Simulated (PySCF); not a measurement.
Which is lower?

The two ends of one reaction step of SiH2SF2, closed shell (PBE0-D4/def2-TZVP).

A:

Si1  (-0.237, 0.453, -0.129)
S2  (0.196, -1.600, 0.062)
H3  (0.806, 1.237, -0.810)
F4  (-0.480, 1.130, 1.282)
F5  (-1.588, 0.538, -0.949)
H6  (1.340, -1.352, 0.726)
(Å)

B:

Si1  (-1.216, 0.988, -0.156)
S2  (0.961, -0.650, -0.998)
H3  (1.861, 0.248, -0.566)
F4  (-0.377, 1.234, 1.210)
F5  (-1.967, -0.389, 0.243)
H6  (0.891, -1.247, 0.203)
(Å)

Program: PySCF 2.14 with density fitting (its default auxiliary sets; JK sets also for MP2 and CCSD(T)). Basis: def2-TZVPP. Cores are frozen in the correlated methods. B3LYP uses VWN-RPA correlation.

Task: Which structure is lower at CCSD(T), and by how much? (Judge from chemistry; the value comes from the calculation.)

Result: Computed: A, by 43.94 kcal/mol (electronic energy, against the other). By their contacts, A is SiH₂SF₂ ([F][SiH]([F])[SH]) and B is a complex of SiF₂ + H₂S.

All methods give the same order:

| method | E(B) − E(A) (kcal/mol) |
| --- | --- |
| SPW92 | 40.90 |
| PBE-D4 | 38.95 |
| r2SCAN-D4 | 45.93 |
| PBE0-D4 | 43.64 |
| B3LYP-D4 | 40.16 |
| BHLYP-D4 | 45.01 |
| wB97M-V | 40.37 |
| HF | 48.86 |
| MP2 | 47.15 |
| CCSD | 44.47 |
| CCSD(T) | 43.94 |

The T1 diagnostic stays at or below 0.014.

Labels in which every atom is bracketed show which atoms are joined, not bond orders.

For scale, one of the runs: CCSD(T)/def2-TZVPP, 174 basis functions, launched by `OMP_NUM_THREADS=4 python run.py`. The run took 3.7 min on 4 CPU threads of an Arm Neoverse V2 (shared host), with 1.8 GiB of host memory at its peak.
